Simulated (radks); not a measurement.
Problem. Species: Hg IV. Configuration: [Xe] 4f14 5d9. Method: non-relativistic Kohn-Sham, LB94 model potential, spin-polarised, spherical densities, point nucleus; open shells are filled with parallel spins first (spin-orbit coupling, left out, can overturn this in heavy ions); relativity is left out, which matters for an element this heavy; computed with a radial shooting solver on a logarithmic mesh with Libxc functionals. Some entries of the table are withheld. Estimate them.

orbital,occ.,eigenvalue (Ry),<r^2> (bohr^2)
1s down,1,-5531.630,0.0004776
1s up,1,-5531.630,0.0004776
2s up,1,-929.6603,0.007417
2s down,1,-929.6572,0.007417
2p up,3,-894.9233,0.005465
2p down,3,-894.9217,0.005465
3s up,1,-221.7738,0.04576
3s down,1,-221.7727,0.04576
3p up,3,-205.1959,0.04208
3p down,3,-205.1939,0.04208
3d up,5,-174.1517,0.03235
3d down,5,-174.1475,0.03235
4s up,1,-49.97769,0.2196
4s down,1,-49.97295,0.2196
4p up,3,-42.77777,0.2247
4p down,3,-42.77342,0.2247
4d up,5,-29.50198,0.2348
4d down,5,-29.49857,0.2349
4f up,7,-11.63396,(1)
4f down,7,-11.63255,(2)
5s up,1,-9.86989,1.107
5s down,1,-9.86253,1.104
5p up,3,-7.52264,1.303
5p down,3,-7.51108,1.300
5d up,5,-3.81857,2.161
5d down,4,-3.79823,2.155

Solution. 
(1) 4f up <r^2> (bohr^2): 0.2629
(2) 4f down <r^2> (bohr^2): 0.2630
